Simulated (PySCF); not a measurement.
Species: C₇H₁₃AlO₂.
Numbering: `[CH3:1][C:2]([CH3:3])([CH3:4])[C:5]1=[CH:6][O:7][AlH2-:8][O+:9]=[CH:10]1` (hydrogens: H11, H12, H13 on C1; H14, H15, H16 on C3; H17, H18, H19 on C4; H20 on C6; H21, H22 on Al8; H23 on C10)

Torsions of this conformer, `[CH3:1][C:2]([CH3:3])([CH3:4])[C:5]1=[CH:6][O:7][AlH2-:8][O+:9]=[CH:10]1`: C1–C2–C5–C6 121°.

The closed-shell ground state was solved at several levels (PySCF, density fitting, gas phase, non-relativistic). Geometry: PBE0-D3(BJ)/def2-SVP; no solvent, vibrations or thermal averaging.

| level | basis functions | HOMO (eV) | LUMO (eV) | gap (eV) | dipole (D) |
| --- | --- | --- | --- | --- | --- |
| PBE0/pcSseg-1 | 242 | -7.05 | -2.29 | 4.76 | 5.08 |
| KT2/pcSseg-1 | 242 | -5.98 | -3.14 | 2.84 | 4.79 |

Problem. What might CAM-B3LYP/def2-SVPD (314 basis functions) give for the same quantities?

Solution. HOMO -8.31 eV, LUMO -1.28 eV, gap 7.03 eV, dipole 5.21 D.

Problem. Over all these levels, which gives the widest orbital gap and which the narrowest?

Solution. CAM-B3LYP/def2-SVPD (range-separated hybrid) has the widest, 7.03 eV, and KT2/pcSseg-1 (GGA) the narrowest, 2.84 eV. Functional and basis both differ between the two, so the spread mixes both effects.

Problem. How far do the dipole and the HOMO energy spread over the levels?

Solution. The dipole runs from 4.79 to 5.21 D (mean 5.03 D) and the HOMO from -8.31 to -5.98 eV.
